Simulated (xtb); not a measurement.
CH8N2OSi2, SMILES N[Si@]1([SiH2]NC1)O. All values are semi-empirical tight-binding results from xtb (GFN2-xTB unless named), good for trends rather than for accurate numbers. Geometry: GFN2-xTB. The structure was generated by enumeration; whether it is a known compound was not checked. One conformer was computed; it need not be the lowest.

orbital gap: 4.19 eV
dipole moment: 0.89 D
zero-point energy: 61.4 kcal/mol
G − E(el) at 298.15 K (modified RRHO): 40.3 kcal/mol
static polarisability (D4 model): 88.2 bohr³
solvation energy, GFN2-xTB/ALPB(water): -6.4 kcal/mol
solvation energy, GFN2-xTB/ALPB(methanol): -7.3 kcal/mol
